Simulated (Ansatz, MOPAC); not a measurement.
Scan of H₂Be, singlet: symmetric bend, bond length relaxed. Scanned: H-Be-H angle. Other coordinates (Be-H bond length) were minimised at B3LYP/def2-TZVP.

- PM6, restricted, heats of formation (MOPAC)
- FCI/aug-cc-pVDZ = full CI/aug-cc-pVDZ, frozen core run with Ansatz (a program for electronic structure)
- CCSD/aug-cc-pVDZ = CCSD on RHF/aug-cc-pVDZ, frozen core (Ansatz)

Energies in kJ/mol, each method relative to its own lowest point.

| a / ° | PM6 | FCI/aug-cc-pVDZ | CCSD/aug-cc-pVDZ |
|---|---|---|---|
| 180 | 0.0 | 0.0 | 0.0 |
| 167.89 | 3.3 | 3.1 | 3.1 |
| 157.62 | 11.5 | 10.6 | 10.6 |
| 151.76 | 18.4 | 16.9 | 16.9 |
| 139.81 | 37.6 | 34.5 | 34.6 |
| 128.12 | 63.4 | 58.3 | 58.5 |
| 121.17 | 82.2 | 75.7 | 76.0 |
| 109.11 | 121.2 | 112.6 | 113.0 |
| 98.68 | 161.8 | 152.1 | 152.7 |
| 88.09 | 209.3 | 200.5 | 201.4 |
| 80.18 | 248.4 | 242.7 | 243.8 |
| 72.33 | 289.4 | 289.8 | 291.3 |
| 60 | 355.4 | 373.1 | 375.5 |
